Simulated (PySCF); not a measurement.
As2BH5, SMILES [AsH2]B[AsH2]. Geometry: PBE-D3(BJ)/def2-SVP. The structure was generated by enumeration, and PubChem lists no compound with its InChIKey, so it may never have been made.

The numbers are results of PySCF 2.14.0 with PBE-D3(BJ)/def2-SVP, not measurements.

Harmonic wavenumbers (cm⁻¹): 116, 188, 216, 391, 475, 499, 582, 681, 741, 744, 940, 955, 981, 2142, 2144, 2166, 2169, 2566. Rotational constants (GHz): 23.29, 1.035, 1.007; symmetry number 2.

Question: Work out the zero-point energy and the ideal-gas rigid-rotor harmonic-oscillator thermochemistry at 298.15 K and 1 atm.

Answer: ZPE = ½ Σ hcν = ½ × 18696 cm⁻¹ = 111.83 kJ/mol. H − E(el) = 130.20 kJ/mol. Entropy in J/(mol K): translation 172.48, rotation 107.14, vibration 47.92, total 327.53. G − E(el) = 32.55 kJ/mol. Cp = 93.49 J/(mol K). Modes under 150 cm⁻¹ make the vibrational entropy uncertain.
